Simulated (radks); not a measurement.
Values are calculated unless marked as measured or tabulated.
Q: Species: Xe4+. Configuration: [Kr] 4d10 5s2 5p2. Code: a radial shooting solver on a logarithmic mesh with Libxc functionals. Model: scalar-relativistic Kohn-Sham, PBE, spin-polarised, spherical densities, finite nucleus; open shells are filled with parallel spins first (spin-orbit coupling, left out, can overturn this in heavy ions); Fermi nuclear charge, rms radius 4.7859 fm. Some entries of the table are withheld. Estimate them.

orbital,occ.,eigenvalue (eV),<1/r> (bohr^-1)
1s up,1,-34418.58,58.10
1s down,1,-34418.47,58.10
2s up,1,-5396.859,13.33
2s down,1,-5396.812,13.33
2p up,3,-4847.690,12.73
2p down,3,-4847.603,12.73
3s up,1,-1141.566,4.792
3s down,1,-1141.477,4.792
3p up,3,-964.1693,4.553
3p down,3,-964.0664,4.553
3d up,5,-701.0684,4.312
3d down,5,-700.9702,4.312
4s up,1,-244.3980,1.953
4s down,1,-244.1768,1.953
4p up,3,-188.1609,1.793
4p down,3,-187.9235,1.794
4d up,5,-106.0893,1.519
4d down,5,-105.7196,1.524
5s up,1,-62.6520,(1)
5s down,1,-60.5653,(2)
5p up,2,-48.7505,0.6697
5p down,0,-46.5704,0.6695
4f up,0,-27.3245,0.8206
6s up,0,-26.0763,(3)
4f down,0,-25.9454,0.8455

A: 
(1) 5s up <1/r> (bohr^-1): 0.7658
(2) 5s down <1/r> (bohr^-1): 0.7715
(3) 6s up <1/r> (bohr^-1): 0.3785
